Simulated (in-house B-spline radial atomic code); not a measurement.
As IV (As3+): [Ne] 3s2 3p5 3d10 4s2 5g1 (an excited or competing configuration)

All numbers are computed (Dirac-Hartree-Fock, average of configuration; Fermi nucleus of rms radius 4.0968 fm) with a B-spline radial code for spherical atoms, not measured.

Effective charges: Z_r = [3n² - l(l+1)]/(2<r>) from the radius, Z_e = n√(-2ε) from the energy, and Slater's rules. Values are occupation-weighted means over j.

```json
{"shell": "1s", "electrons": "2", "ε (eV)": "-12019", "<r> (bohr)": "0.04547", "Z_r": "32.99", "Z_e": "29.72", "Slater": "32.70"}
{"shell": "2s", "electrons": "2", "ε (eV)": "-1635.8", "<r> (bohr)": "0.2016", "Z_r": "29.75", "Z_e": "21.93", "Slater": "28.85"}
{"shell": "2p", "electrons": "6", "ε (eV)": "-1437.5", "<r> (bohr)": "0.1772", "Z_r": "28.22", "Z_e": "20.56", "Slater": "28.85"}
{"shell": "3s", "electrons": "2", "ε (eV)": "-281.34", "<r> (bohr)": "0.5901", "Z_r": "22.88", "Z_e": "13.64", "Slater": "22.10"}
{"shell": "3p", "electrons": "5", "ε (eV)": "-220.01", "<r> (bohr)": "0.6069", "Z_r": "20.60", "Z_e": "12.06", "Slater": "22.10"}
{"shell": "3d", "electrons": "10", "ε (eV)": "-113.59", "<r> (bohr)": "0.6399", "Z_r": "16.41", "Z_e": "8.67", "Slater": "12.85"}
{"shell": "4s", "electrons": "2", "ε (eV)": "-60.009", "<r> (bohr)": "1.657", "Z_r": "14.48", "Z_e": "8.40", "Slater": "8.20"}
{"shell": "5g", "electrons": "1", "ε (eV)": "-8.7147", "<r> (bohr)": "6.86", "Z_r": "4.01", "Z_e": "4.00", "Slater": "-"}
```

The least bound orbital is 5g9/2 at -8.715 eV, and it is also the most diffuse (<r> = 6.86 bohr). The part-filled 3p shell lies below the filled 4s shell in orbital energy.

Spin-orbit splittings of the orbital energies (j = l + 1/2 above j = l - 1/2 when positive): 2p 37 eV, 3p 5.408 eV, 3d 0.8245 eV, 5g 7.117e-05 eV.

For the 1s electron the small component carries 1.43 % of the norm, the zero-frequency Breit interaction raises the level by 17.8 eV, self-energy by 9.313 eV, and vacuum polarisation lowers it by 0.9156 eV.

The density falls to 0.001 bohr⁻³ at 3.09 bohr; Σ<r²> = 65.867 bohr² gives, by the non-relativistic formula and without the paramagnetism of open shells, a Langevin diamagnetic susceptibility of -52.17×10⁻⁶ cm³/mol.
